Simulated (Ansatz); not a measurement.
Ideal-gas functions of C2H5OSi, SMILES `C=C[SiH]O` radical at 298.15 K and 1 bar, from an Ansatz frequency run at PBE0-D4/def2-TZVP.

Molar mass 73.15 g/mol, point group C1 (symmetry number 1), electronic degeneracy 2, moments of inertia 41.39, 120.904, 159.029 u Å². Harmonic wavenumbers (cm⁻¹, unscaled): 129, 180, 208, 394, 438, 628, 671, 760, 857, 900, 968, 1004, 1032, 1281, 1427, 1625, 2207, 3131, 3141, 3216, 3922.

Use S(trans) = R[1.5 ln M + 2.5 ln T − 1.1517]; rotational temperatures θ = 24.2544 K / I; S(rot) = R[ln(√π/σ · √(T³/θAθBθC)) + 1.5]; for each mode x = 1.438777 ν̃/T, S = R[x/(eˣ − 1) − ln(1 − e⁻ˣ)] and H = RT x/(eˣ − 1); 1 cm⁻¹ = 0.0119627 kJ/mol; R = 8.31446 J/(mol·K).

Question: By hand: the entropy, in J/(mol·K).

Answer: Translation 162.4. Rotation: θ = 0.586, 0.2006, 0.1525 K, giving 105.0. Vibration, mode by mode: 12.39, 9.74, 8.62, 4.12, 3.48, 1.69, 1.43, 1.01, 0.69, 0.58, 0.45, 0.39, 0.34, 0.12, 0.07, 0.03, 0.00, 0.00, 0.00, 0.00, 0.00, in all 45.2. Electronic 5.8. Sum 318.4 J/(mol·K).

Question: By hand: H − E and G − E in kJ/mol, counted from the electronic energy.

Answer: Zero-point energy ½ × 28119 × 0.0119627 = 168.2; thermal vibration 7.9; translation, rotation and pV give 4 RT = 9.9. H − E = 186.0 kJ/mol, and G − E = 186.0 − 298.15 × 318.4/1000 = 91.1 kJ/mol.

Vibration gives 14 % of the entropy, 12.4 J/(mol·K) of it from the mode under 150 cm⁻¹: soft modes count most, and the harmonic formula is weakest for them. The sum counts one conformer and one mirror image; others add a mixing term.
